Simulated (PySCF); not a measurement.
A calculated (r2SCAN, PySCF 2.14, aug-cc-pVDZ, no relativity, point nucleus) atom or ion has these occupied shells.

```tsv
shell	electrons	orbital energy (eV)	rms radius, mean of both spins (bohr)
1s α	1	-593.60	0.231
1s β	1	-592.45	0.231
2s α	1	-81.169	1.07
2s β	1	-78.300	1.07
2p α	1	-67.817	1.01
```

(1) Name the element and its charge.

Answers

(1) O³⁺ (oxygen, charge +3), in [He] 2s2 2p1, 2P determinant.
